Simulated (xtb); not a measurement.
C4H7, charge -1, singlet, from a rough starting geometry; GFN2-xTB run with xtb.

The xtb input:
```
$ xtb mol.xyz --gfn 2 --chrg -1 --opt vtight --json

# file mol.xyz
11

C     -0.02063120     0.21566599     1.59821582
C     -0.02490596     0.19624404     0.26803059
H     -0.02768576     1.10725917     2.10548929
H     -0.06135909    -0.66042821     2.07622314
C      0.02880567     1.49812917    -0.62899530
H      0.89411891     1.47177696    -1.22989362
H     -0.89401509     1.50760171    -1.28590069
C     -0.00772952    -1.06755580    -0.59585563
H      0.00961715    -1.89888845     0.09227514
H     -0.87263486    -1.16030781    -1.23991123
H      0.91375456    -1.14742829    -1.24261758
```

The log (banner, timings and long lists left out):

```
   ID    Z sym.   atoms
    1    6 C      1, 2, 5, 8
    2    1 H      3, 4, 6, 7, 9-11

           -------------------------------------------------
          |                Calculation Setup                |
           -------------------------------------------------

           -------------------------------------------------
          |                 G F N 2 - x T B                 |
           -------------------------------------------------

          ...................................................
          :                      SETUP                      :
          :.................................................:
          :  # basis functions                  23          :
          :  # atomic orbitals                  23          :
          :  # shells                           15          :
          :  # electrons                        24          :
          :  max. iterations                   250          :
          :  Hamiltonian                  GFN2-xTB          :
          :  restarted?                      false          :
          :  GBSA solvation                  false          :
          :  PC potential                    false          :
          :  electronic temp.          300.0000000     K    :
          :  accuracy                    1.0000000          :
          :  -> integral cutoff          0.2500000E+02      :
          :  -> integral neglect         0.1000000E-07      :
          :  -> SCF convergence          0.1000000E-05 Eh   :
          :  -> wf. convergence          0.1000000E-03 e    :
          :  Broyden damping             0.4000000          :
          :  net charge                         -1          :
          :  unpaired electrons                  0          :
          ...................................................

 iter      E             dE          RMSdq      gap      omega  full diag
   1    -12.2782176 -0.122782E+02  0.445E+00    3.98       0.0  T
   2    -12.3668567 -0.886390E-01  0.265E+00    0.82       1.0  T
   3    -12.3676688 -0.812174E-03  0.148E+00    0.82       1.0  T
   4    -12.3640217  0.364714E-02  0.785E-01    0.73       1.0  T
   5    -12.3689155 -0.489384E-02  0.124E-01    0.72       1.0  T
   6    -12.3689322 -0.166861E-04  0.503E-02    0.72       1.0  T
   7    -12.3689335 -0.123664E-05  0.667E-03    0.73       4.5  T
   8    -12.3689335 -0.576343E-07  0.250E-03    0.73      12.1  T
   9    -12.3689335 -0.465317E-08  0.585E-04    0.73      51.6  T
  10    -12.3689335 -0.510001E-09  0.179E-04    0.73     168.4  T

   *** convergence criteria satisfied after 10 iterations ***

         :::::::::::::::::::::::::::::::::::::::::::::::::::::
         ::                     SUMMARY                     ::
         :::::::::::::::::::::::::::::::::::::::::::::::::::::
         :: total energy             -12.153010090948 Eh    ::
         :: gradient norm              0.158132803087 Eh/a0 ::
         :: HOMO-LUMO gap              0.728137685151 eV    ::
         ::.................................................::
         :: SCC energy               -12.368929144708 Eh    ::
         :: -> isotropic ES            0.145025543127 Eh    ::
         :: -> anisotropic ES          0.015878867483 Eh    ::
         :: -> anisotropic XC          0.006865989477 Eh    ::
         :: -> dispersion             -0.006800555228 Eh    ::
         :: repulsion energy           0.215919053760 Eh    ::
         :: add. restraining           0.000000000000 Eh    ::
         :: total charge              -1.000000000000 e     ::
         :::::::::::::::::::::::::::::::::::::::::::::::::::::

      -----------------------------------------------------------
     |                   =====================                   |
     |                        A N C O P T                        |
     |                   =====================                   |
     |               Approximate Normal Coordinate               |
[...]
 * total energy  :   -12.2185943 Eh     change       -0.4966415E-04 Eh
 * total energy  :   -12.2188053 Eh     change       -0.2109966E-03 Eh
 * total energy  :   -12.2188914 Eh     change       -0.8609337E-04 Eh
 * total energy  :   -12.2189699 Eh     change       -0.7851511E-04 Eh
 * total energy  :   -12.2189946 Eh     change       -0.2468257E-04 Eh
 * total energy  :   -12.2190027 Eh     change       -0.8060656E-05 Eh
 * total energy  :   -12.2190044 Eh     change       -0.1723665E-05 Eh
 * total energy  :   -12.2190057 Eh     change       -0.1246802E-05 Eh
 * total energy  :   -12.2190071 Eh     change       -0.1409978E-05 Eh
 * total energy  :   -12.2190081 Eh     change       -0.1082676E-05 Eh
 * total energy  :   -12.2190085 Eh     change       -0.3563516E-06 Eh
 * total energy  :   -12.2190086 Eh     change       -0.8109217E-07 Eh
   *** GEOMETRY OPTIMIZATION CONVERGED AFTER 32 ITERATIONS ***
         :: total energy             -12.219008582598 Eh    ::
[...]
        11        2.0000           -0.1548813              -4.2145
        12        2.0000           -0.0417101              -1.1350 (HOMO)
        13                          0.0999347               2.7194 (LUMO)
        14                          0.3116075               8.4793
        15                          0.3453088               9.3963
        16                          0.3690990              10.0437
        17                          0.3793236              10.3219
        18                          0.3997291              10.8772
        19                          0.4234973              11.5239
        20                          0.5143870              13.9972
        21                          0.5371440              14.6164
        22                          0.7295484              19.8520
        23                          0.8532954              23.2194
      -------------------------------------------------------------
                  HL-Gap            0.1416448 Eh            3.8544 eV
             Fermi-level            0.0291123 Eh            0.7922 eV

     #   Z          covCN         q      C6AA      α(0)
     1   6 C        2.844    -0.227    34.077     9.567
     2   6 C        2.936    -0.018    28.463     8.750
     3   1 H        0.925    -0.092     5.293     3.598
     4   1 H        0.925    -0.103     5.654     3.718
     5   6 C        2.845    -0.229    34.139     9.576
     6   1 H        0.925    -0.103     5.664     3.722
     7   1 H        0.925    -0.093     5.320     3.607
     8   6 C        3.761    -0.068    21.849     6.663
     9   1 H        0.924    -0.020     3.437     2.899
    10   1 H        0.924    -0.025     3.540     2.942
    11   1 H        0.924    -0.021     3.453     2.906

 Mol. C6AA /au·bohr⁶  :       1340.706958
 Mol. C8AA /au·bohr⁸  :      28390.824401
 Mol. α(0) /au        :         57.948013

Wiberg/Mayer (AO) data.
largest (>0.10) Wiberg bond orders for each atom

 ---------------------------------------------------------------------------
     #   Z sym  total        # sym  WBO       # sym  WBO       # sym  WBO
 ---------------------------------------------------------------------------
     1   6 C    3.753 --     2 C    1.486     3 H    0.975     4 H    0.972
                             5 C    0.284
     2   6 C    3.963 --     1 C    1.486     5 C    1.482     8 C    0.989
     3   1 H    0.992 --     1 C    0.975
     4   1 H    0.989 --     1 C    0.972
     5   6 C    3.747 --     2 C    1.482     7 H    0.974     6 H    0.973
                             1 C    0.284
     6   1 H    0.989 --     5 C    0.973
     7   1 H    0.991 --     5 C    0.974
     8   6 C    3.980 --     2 C    0.989     9 H    0.987    11 H    0.986
                            10 H    0.982
     9   1 H    1.000 --     8 C    0.987
    10   1 H    0.999 --     8 C    0.982
    11   1 H    1.000 --     8 C    0.986
 ---------------------------------------------------------------------------

Topologies differ in total number of bonds
Writing topology from bond orders to xtbtopo.mol

molecular dipole:
                 x           y           z       tot (Debye)
 q only:        0.100      -1.039      -0.469
   full:        0.075      -1.187      -0.547       3.326
molecular quadrupole (traceless):
                xx          xy          yy          xz          yz          zz
 q only:        5.699       0.011      -1.793       1.147       1.448      -3.906
  q+dip:        3.386      -0.212      -0.858       0.884       1.222      -2.528
   full:        3.568      -0.245      -0.753       0.936       1.454      -2.814

optimized geometry written to: xtbopt.xyz

           -------------------------------------------------
          | TOTAL ENERGY              -12.219008582598 Eh   |
          | GRADIENT NORM               0.000056643848 Eh/α |
          | HOMO-LUMO GAP               3.854350292908 eV   |
           -------------------------------------------------
```
